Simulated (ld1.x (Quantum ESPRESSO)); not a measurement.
**An all-electron radial function and its pseudo partner (oxygen (O))**

Columns: radius, all-electron u(r) and pseudo u(r) of the 2p shell (level -9.60 eV) of oxygen in the configuration [He] 2s1 2p5; LDA (PZ), non-relativistic, TM scheme, ld1.x (Quantum ESPRESSO) 7.5.

| r (bohr) | all-electron | pseudo |
| --- | --- | --- |
| 0.105 | 0.1122 | 0.0321 |
| 0.210 | 0.3115 | 0.1238 |
| 0.315 | 0.4995 | 0.2614 |
| 0.420 | 0.6466 | 0.4248 |
| 0.525 | 0.7486 | 0.5904 |
| 0.630 | 0.8106 | 0.7359 |
| 0.735 | 0.8403 | 0.8446 |
| 0.840 | 0.8456 | 0.9081 |
| 0.945 | 0.8334 | 0.9271 |
| 1.050 | 0.8089 | 0.9092 |
| 1.155 | 0.7764 | 0.8656 |
| 1.260 | 0.7390 | 0.8079 |
| 1.365 | 0.6988 | 0.7458 |
| 1.470 | 0.6576 | 0.6855 |
| 1.575 | 0.6163 | 0.6304 |
| 1.680 | 0.5757 | 0.5815 |
| 1.785 | 0.5365 | 0.5382 |
| 1.890 | 0.4989 | 0.4991 |
| 1.995 | 0.4630 | 0.4630 |
| 2.100 | 0.4291 | 0.4291 |
| 2.205 | 0.3972 | 0.3972 |
| 2.310 | 0.3672 | 0.3672 |
| 2.415 | 0.3391 | 0.3391 |
| 2.520 | 0.3129 | 0.3129 |
| 2.625 | 0.2886 | 0.2886 |
| 2.730 | 0.2659 | 0.2659 |

Problem. How many radial nodes do the two functions have?

Solution. The all-electron 2p function has n − l − 1 = 0; the pseudo-wave has 0.

Problem. At about which radius was the pseudo-wave matched?

Solution. 2.10 bohr. The columns agree to 0.0005 from 1.89 bohr on; several derivatives are matched, so the curves merge somewhat inside the radius.

Problem. Is the pseudo-wave norm-conserving?

Solution. Yes: the TM scheme keeps the norm inside the radius equal to the all-electron one, which fixes the energy derivative of the logarithmic derivative at the level.
